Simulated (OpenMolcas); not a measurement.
An atom or ion with 44 electrons was computed by SS-CASPT2, IPEA 0.25 Eh, imaginary shift 0.1 Eh with spin-orbit coupling (OpenMolcas, ANO-RCC-VTZP, DKH2). The lowest levels that the run gave, each within 12 % of the measured value where one is at hand:

```
J  Parity  E (cm-1)      g
4    even       0.0  1.249
3    even      2510  1.084
2    even      3640  0.715
2    even      7850  1.260
1    even     10340  1.502
0    even     10640       
2    even     11110  1.193
4    even     14620  1.003
5    even     14930  1.397
4    even     16560  1.346
3    even     17810  1.248
2    even     18680  1.001
```

Which ion is it, and what are the configurations and terms?

Rh⁺ (Z = 45, charge +1; active space 8 electrons in 6 orbitals (4d 5s)). J, parity and g give the terms where levels are pure, and mixed ones are named by the computed weights; the size of the splittings, set against known spectra of the 44-electron sequence, gives the charge. In order, with the measured energies in cm-1 (NIST Handbook of Basic Atomic Spectroscopic Data): 4d8 3F4, 4d8 3F3 (2401), 4d8 3F2 (3581), 4d8 3P2 [58 %] (8164), 4d8 3P1 (10515), 4d8 3P0 (10761), 4d8 1D2 [55 %], 4d8 1G4 (14855), 4d7 5s 5F5 (16885), 4d7 5s 5F4 (18540), 4d7 5s 5F3 (19792), 4d7 5s 5F2 (20647).

CASPT2 does not keep the components of a term degenerate, so their means are used; among the terms shown or strongly mixed into the levels shown the widest spread is 500 cm-1 (4d8 1G). Some high roots are left out of the spin-orbit mixing, which shifts the levels that they would mix with. A single d shell beside an s shell can misplace configurations of different d count against each other. Computed and measured levels are paired by configuration, term and J; levels that our copy of the source lacks, or whose pairing is in doubt (as where it misses far off the trend of its configuration), stay unpaired and out of the deviations. Only configurations of the active space appear.

A share in square brackets marks a mixed level and gives the weight of the term that names it.
